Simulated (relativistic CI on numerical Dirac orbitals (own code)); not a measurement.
Ions with 30 electrons, Zn to In¹⁹⁺

Computed by Dirac-Coulomb-Breit CI, separate exchange-only KLI orbitals for each configuration, model QED (radiative potential, 1s self-energy scaled to tabulated hydrogen-like ionisation energies), unscaled Slater integrals (own radial code, finite nucleus).

Configurations in the expansion (outside the closed core [Ar] 3d10): 4s2, 4s 4p, 4p2, 4s 4d, 4d2, 4s 4f, 4p 4d. Levels of other configurations are missing.

Energies above each ion's lowest level, in eV. Levels are followed by their leading LS label, which can pass from one level to another where the coupling changes.

```csv
Ion,4s2 1S_0,4s 4p 3P°_0,4s 4p 3P°_1,4s 4p 3P°_2,4s 4p 1P°_1
Zn,0,3.3223,3.3445,3.3887,5.9417
Ga⁺,0,5.2803,5.3332,5.4413,9.0669
Ge²⁺,0,7.1091,7.2011,7.3939,11.743
As³⁺,0,8.8832,9.0229,9.3222,14.275
Se⁴⁺,0,10.628,10.824,11.254,16.748
Br⁵⁺,0,12.357,12.618,13.205,19.198
Kr⁶⁺,0,14.075,14.41,15.185,21.646
Rb⁷⁺,0,15.788,16.207,17.203,24.108
Sr⁸⁺,0,17.499,18.011,19.265,26.594
Zr¹⁰⁺,0,20.924,21.65,23.548,31.674
Nb¹¹⁺,0,22.64,23.488,25.782,34.283
Mo¹²⁺,0,24.362,25.341,28.085,36.948
Tc¹³⁺,0,26.09,27.207,30.463,39.677
Ru¹⁴⁺,0,27.824,29.089,32.923,42.476
Rh¹⁵⁺,0,29.566,30.987,35.471,45.353
Pd¹⁶⁺,0,31.316,32.899,38.112,48.316
Ag¹⁷⁺,0,33.075,34.828,40.855,51.371
Cd¹⁸⁺,0,34.843,36.772,43.706,54.527
In¹⁹⁺,0,36.621,38.732,46.671,57.792
```

The lowest level keeps the configuration 4s2 and J = 0 throughout.

Between Z = 46 and 49 the energy of 4s 4p 3P°_0 follows a local power law Z^2.5. For orientation: electrostatic splittings inside a shell grow about linearly with the screened charge, excitations that change n as its square, and fine structure as its fourth power; written in Z itself the exponents are larger, since the screened charge grows faster in proportion.

The members near neutrality are the least accurate: they can be off by several eV, miss lower levels of configurations outside the list, or start from a wrong lowest level.
